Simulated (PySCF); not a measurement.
## C7H7: g tensor and hyperfine couplings

Compound: C7H7 (doublet state).
Cartesian coordinates in Å at the GFN2-xTB level; atoms count from 1:
```
atom  x, y, z in Å
C1    -0.7134    0.0563    2.1141
C2    -0.1125   -0.5080    1.0514
C3     0.0018    0.0795   -0.2408
C4    -0.5611    1.4347   -0.5367
C5     0.5979   -0.6305   -1.2544
C6     0.7596   -0.9807   -2.6537
C7     1.5062   -1.5948   -1.6644
H8    -0.7497   -0.4453    3.0650
H9    -1.1716    1.0282    2.0647
H10    0.3234   -1.4939    1.1618
H11   -0.3883    1.6934   -1.5777
H12   -0.0993    2.1899    0.0994
H13   -1.6345    1.4472   -0.3457
H14    2.2407   -2.2766   -1.3052
```

The hyperfine couplings belong to this conformer and change with its torsions.

The species is `C=C/C(C)=C1[C]=C/1` [radical].

Method used: UKS B3LYP, pcH-1 on C H, non-relativistic, mean-field spin-orbit, GIAO in PySCF 2.14.0. The structure is a single GFN2-xTB conformer in the gas phase; no vibrational or solvent corrections. A GFN2-xTB geometry isn't a minimum of the functional, and hyperfine couplings can be far from their values at a DFT geometry. The frame is twisted about the C3–C5 bond at this geometry (dihedral C2–C3–C5–C7 = -28°); couplings at other torsion angles weren't computed. No stability test was run, so a lower SCF solution isn't excluded. ⟨S²⟩ is 0.777 where a pure state has 0.75.

```json
{
  "g1, g2, g3": "2.00236, 2.00270, 2.00287",
  "g_iso": "2.00264",
  "Form of g": "rhombic: the two nearest values differ by 33 % of g3 − g1",
  "⟨S²⟩": "0.7775 (exact 0.7500)",
  "α and β electrons": "25, 24"
}
```

Isotropic coupling and dipolar principal values T1 to T3, in G (MHz turned into gauss with g_iso; 10 G = 1 mT):

| atom | isotope | a_iso | T1 | T2 | T3 | Mulliken spin population |
| --- | --- | --- | --- | --- | --- | --- |
| C1 | 13C | 11.7 | -11.2 | -10.7 | 21.8 | 0.42 |
| C2 | 13C | -9.7 | -7.9 | 2.9 | 4.9 | -0.19 |
| C3 | 13C | 14.2 | -14.8 | -14.4 | 29.2 | 0.49 |
| C4 | 13C | -3.4 | -0.5 | -0.4 | 0.9 | -0.03 |
| C5 | 13C | -9.2 | -8.9 | -0.5 | 9.5 | -0.01 |
| C6 | 13C | 13.7 | -9.8 | -5.0 | 14.7 | 0.14 |
| C7 | 13C | 4.1 | -5.7 | -4.9 | 10.7 | 0.16 |
| H8 | 1H | -9.1 | -5.4 | -0.2 | 5.6 | -0.02 |
| H9 | 1H | -8.9 | -4.5 | -0.4 | 4.9 | -0.02 |
| H10 | 1H | 3.1 | -1.6 | -0.7 | 2.3 | 0.01 |
| H11 | 1H | 0.4 | -1.2 | -0.7 | 1.8 | 0.00 |
| H12 | 1H | 13.6 | -1.2 | -0.6 | 1.8 | 0.02 |
| H13 | 1H | 23.6 | -1.1 | -0.3 | 1.4 | 0.03 |
| H14 | 1H | -0.1 | -2.6 | -0.5 | 3.1 | 0.00 |

Largest spin populations (Mulliken): C3 (+0.49), C1 (+0.42), C2 (-0.19) and C7 (+0.16). Three atoms exceed +0.15. The positive populations add up to 1.27 and the negative ones to -0.27, together 2S = 1.

The SMILES `C=C/C(C)=C1[C]=C/1` draws the unpaired electron on C6, whose computed spin population is only +0.14.

Under fast tumbling the dipolar parts average out, and these isotropic splittings remain: 3 × 1H (H11/H12/H13, I = 1/2, 4 lines) with 1.25 mT, 1 × 1H (H8, I = 1/2, 2 lines) with 0.91 mT, 1 × 1H (H9, I = 1/2, 2 lines) with 0.89 mT and 1 × 1H (H10, I = 1/2, 2 lines) with 0.31 mT.

Nuclei that the bonding pattern makes equivalent are averaged, as if the motion that swaps them (rotation, inversion, ring flip) were fast. The three 1H nuclei of mean +35.1 MHz run from 1.1 to 66.1 MHz in the frozen geometry.

The 13C coupling of C3 (39.9 MHz) shows only in satellite lines or after enrichment, since that isotope makes up about 1.07 % of natural carbon.

β density exceeds α density at some nuclei, such as C2 (-0.0241), C5 (-0.0230) and C4 (-0.0084), spin density in bohr⁻³. In a single determinant that takes different orbitals for the two spins, that is spin polarisation.
